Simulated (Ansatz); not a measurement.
Saddle point of SiH3OF3, closed shell (SiH₂OF₂ ([OH][SiH]([F])[F]) + HF → SiHF₃ ([F][SiH]([F])[F]) + H₂O; bonds formed: Si1–F7, O2–H6; bonds broken: Si1–O2, H6–F7), PBE0-D4/def2-TZVP structure:

| atom | x (Å) | y (Å) | z (Å) |
| --- | --- | --- | --- |
| Si1 | -0.5436 | 0.3303 | -0.0477 |
| O2 | 0.6415 | -0.9766 | -0.1776 |
| F3 | -1.2517 | -0.0594 | -1.4418 |
| F4 | 0.0187 | 1.7574 | -0.4469 |
| H5 | -1.6633 | 0.2041 | 0.8818 |
| H6 | 1.0808 | -0.4933 | 0.7585 |
| F7 | 0.6139 | 0.3687 | 1.4806 |
| H8 | 1.1037 | -1.1313 | -1.0067 |

Energies are electronic, without zero-point energy. Barriers and step energies count from the start structure reached by relaxing down the imaginary mode; all methods use the PBE0-D4 structures, on which another method's saddle can fall below an end. Computed with Ansatz 0.2.0 (basis: def2-TZVPP, with def2-QZVPP for the basis limit); correlated methods freeze the cores. B3LYP uses VWN-RPA correlation. Extrapolation: Hartree–Fock as exp(−7.88 √X), correlation as X^−2.97.

```csv
method,barrier (eV),step energy (eV)
SPW92,?,-0.139
PBE-D4,?,-0.210
BLYP-D4,0.917,-0.238
r2SCAN-D4,0.768,-0.279
B97M-V,0.925,-0.326
PBE0-D4,0.858,-0.205
B3LYP-D4,0.971,-0.231
r2SCAN0-D4,0.859,-0.253
BHLYP-D4,1.077,-0.241
CAM-B3LYP-D4,?,-0.226
wB97X-V,0.884,-0.255
wB97M-V,0.850,-0.266
B2PLYP,0.984,-0.228
PBE-QIDH,0.927,-0.206
RPA on PBE,0.973,-0.269
HF,1.480,-0.276
MP2,0.965,-0.221
CCSD,1.068,-0.247
CCSD(T),0.990,-0.240
```

(1) Fill in the withheld barriers. (An estimate is asked for; the value comes from the calculation.)

T1 diagnostic: at most 0.012.

## Answers

(1) Computed: PBE-D4 0.746; CAM-B3LYP-D4 0.902; SPW92 0.365 eV. Each is the energy of the saddle less that of the start structure, by the same method.

For comparison, the barrier by CCSD(T) at an estimated basis limit (MP2 extrapolated from triple and quadruple zeta, plus CCSD(T) − MP2 in triple zeta) is 0.998 eV.

Steps of this kind, hydrogen fluoride cutting a network bond, underlie vapour etching and the fluorination step of atomic layer etching.

Labels in which every atom is bracketed show which atoms are joined, not bond orders.

For scale, one of the runs: CCSD(T)/def2-TZVPP, 208 basis functions, launched by `ansatz run in.yaml --threads 4 --pin off --events-out ev --progress --plain --max-ram 9574MiB`. The run took 97 s on 4 CPU threads of an Arm Neoverse V1 (shared host), with 3.1 GiB of host memory at its peak.
